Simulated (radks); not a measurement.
Species: Ti19+. Configuration: [He] 2s1.

Calculated with a radial shooting solver on a logarithmic mesh with Libxc functionals: scalar-relativistic Kohn-Sham, PBE, spin-unpolarised, spherical densities, finite nucleus; Fermi nuclear charge, rms radius 3.5921 fm; without spin polarisation the odd electron is poorly described.

Energy parts (eV):
total: -14298.060
kinetic: 14475.162
electron-nucleus: -29380.277
Hartree: 1023.475
exchange-correlation: -416.420

Orbitals (lengths in bohr, moments of r in powers of bohr):
| orbital | occ. | eigenvalue (eV) | <r^2> |
|---|---|---|---|
| 1s | 2 | -6001.024 | 0.006384 |
| 2s | 1 | -1386.286 | 0.09625 |

The highest occupied level is 2s at -1386.3 eV. For comparison, the ionisation energy in NIST's Atomic Spectra Database is 1425.3 eV (theoretical). In exact Kohn-Sham theory the highest level is minus the ionisation energy, but local and semilocal functionals leave it too shallow, through self-interaction and a potential that decays too fast; potentials with the right tail come closer. The electron density at the nucleus is 8302 e/bohr^3 (large components only).
